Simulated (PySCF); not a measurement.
**Bond length, frequency and bond energy of SnO⁺ by level of theory**

State: ²Π (doublet), unpaired electrons π ↑. Set-up: Sn def2-TZVPPD with ECP28, O def2-TZVPPD; scalar-relativistic core potentials (PySCF 2.14). De refers to Sn⁺ + O in their high-spin ground configurations, without counterpoise correction. The functionals are run spin-unrestricted. A positive dipole points towards O; it is taken about the centre of mass and depends on that origin.

| Level | Re (Å) | ωe (cm⁻¹) | De (eV) | μ (D) |
| --- | --- | --- | --- | --- |
| UHF | 1.947 | 693 | 1.32 | -2.86 |
| UHF-MP2 | 1.968 | 657 | 3.17 | n/a |
| UHF-SCS-MP2 | 1.971 | 654 | 3.10 | n/a |
| UHF-CCSD | 1.966 | 660 | 2.91 | n/a |
| UHF-CCSD(T) | 1.976 | 642 | 3.10 | n/a |
| PBE | 2.005 | 600 | 3.67 | -2.38 |
| BLYP | 2.020 | 585 | 3.57 | -2.48 |
| BP86 | 2.005 | 601 | 3.66 | -2.36 |
| r²SCAN | 1.980 | 634 | 3.47 | -2.35 |
| TPSSh | 1.985 | 630 | 3.29 | -2.45 |
| PBE0 | 1.973 | 644 | 3.23 | -2.54 |
| r²SCAN0 | 1.961 | 663 | 3.09 | -2.52 |
| M06 | 1.985 | 633 | 3.43 | -2.75 |
| ωB97X-V | 1.967 | 661 | 3.31 | -2.60 |

Task: Which functional lies closest to UHF-CCSD(T) in De, which farthest, and by how much do they differ from it?

Result: Closest is r²SCAN0 (-1.5 pm in Re, +3.3 % in ωe, -0.01 eV in De against UHF-CCSD(T) in the same basis), farthest PBE (+2.9 pm in Re, -6.5 % in ωe, +0.57 eV in De). CCSD(T) converges more slowly with the basis than the functionals do and binds too weakly in this one, so the order can change at the basis-set limit.

Task: What does the step from GGA to meta-GGA do here, going from PBE to r²SCAN?

Result: r²SCAN less PBE: -2.5 pm in Re, +5.7 % in ωe, -0.20 eV in De. 

Task: What does second-order correlation do here, going from UHF to UHF-MP2?

Result: UHF-MP2 less UHF: +2.1 pm in Re, -5.2 % in ωe, +1.85 eV in De. Correlation nearly always deepens the well. The bond lengthens, as in strong covalent bonds, where excitations into antibonding orbitals dominate.

Correlated steps freeze 5 core orbitals. These are scalar-relativistic numbers at best; spin–orbit coupling would shift them, the dissociation energy most. For an ion De counts to the pair picked by the measured ionisation energies or electron affinities, which need not be the lowest pair at this level. The state is the lowest determinant that a PBE0 search found; another state may lie lower at other levels.

The whole job (state search and all levels along the bond) took about 12 min on 2 threads of Intel Xeon Platinum 8488C (shared host), peak memory 3.8 GiB.
